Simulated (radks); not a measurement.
Numerical settings for the arsenic ion As+, [Ar] 3d10 4s2 4p2. Calculated with a radial shooting solver on a logarithmic mesh with Libxc functionals: scalar-relativistic Kohn-Sham, LDA (Slater exchange, Perdew-Wang correlation), spin-unpolarised, spherical densities, point nucleus. The defaults (mesh step 0.008 in ln r, mesh end at 40 bohr or more with all orbitals vanishing there, Anderson mixing 0.5 over 9 steps, residual threshold near 1e-9 with the energy settled to 1e-9 hartree or 1e-11 of itself, here a cap of 80 iterations) give E = -2257.4110 hartree and 4p at -13.539 eV in 15 iterations. Run on one thread of a shared host, so times are rough (Arm Neoverse V1): 0.11 s of CPU time, 0.11 s wall, 15 iterations on 2546 mesh points. Changes against that run (0 stands for a change within the tolerance of the run):

| setting | iterations | converged | E (mhartree) | e(4p) (meV) | CPU (s) |
|---|---|---|---|---|---|
| mesh step in ln r 0.05 | 15 | yes | +0.00678 | 0 | 0.03 |
| mesh step in ln r 0.2 | 2 | no | diverged | - | 0 |
| mesh step in ln r 0.08 | 4 | no | diverged | - | 0.01 |
| mesh end (bohr) 12 | 15 | yes | +0.000145 | +0.0177 | 0.1 |
| mesh end (bohr) 2 | 13 | level above zero | +6.8e+03 | +6.5e+04 | 0.07 |
| residual threshold 1e-05 | 10 | yes | 0 | 0 | 0.08 |
| residual threshold 0.001 | 10 | yes | 0 | 0 | 0.08 |
| mixing 1.5 | 15 | yes | 0 | 0 | 0.11 |
| linear mixing, mixing 0.8 | 80 | no | +0.00571 | +1.7 | 0.52 |
| linear mixing, mixing 1 | 80 | no | +1.41e+05 | +1.07e+04 | 1.3 |
| mixing history 2 | 20 | yes | 0 | 0 | 0.12 |
| iteration cap 3 | 3 | no | +25.7 | -1.05e+03 | 0.03 |

Settled on a wrong energy, with an occupied level pushed above zero by the early mesh end: mesh end (bohr) 2 (+6.8 hartree). Apart from these: no run marked as converged misses the energy by more than 1 mhartree. A mesh that ends early acts as a hard wall.
